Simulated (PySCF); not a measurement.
## Electronic structure of He⁺ (helium, charge +1) at the UHF level

Configuration: 1s1, 2S determinant. Computed with PySCF 2.14 in an uncontracted even-tempered set (18 s from 0.09 bohr⁻², ratio 2.2; 7 p from 0.17 bohr⁻², ratio 2.4; 4 d from 0.52 bohr⁻², ratio 2.4; 4 f from 0.78 bohr⁻², ratio 2.4; 3 g from 1.2 bohr⁻², ratio 2.4), with the spin-free X2C one-electron Hamiltonian (Gaussian nucleus).

```json
{
  "Total energy": "-2.000106 hartree",
  "One-electron energy": "-2.0001 hartree",
  "Hartree (Coulomb) energy": "0.6251 hartree",
  "Exchange energy": "-0.6251 hartree",
  "⟨S²⟩": "0.7500",
  "⟨L²⟩": "0.000",
  "Sum of ⟨r⟩": "0.7499 bohr",
  "Sum of ⟨r²⟩": "0.7499 bohr²",
  "Langevin diamagnetic susceptibility": "-0.594 ×10⁻⁶ cm³/mol"
}
```

```csv
shell,electrons,mean orbital energy (eV),"rms radius, mean of both spins (bohr)"
1s α,1,-54.426,0.866
```
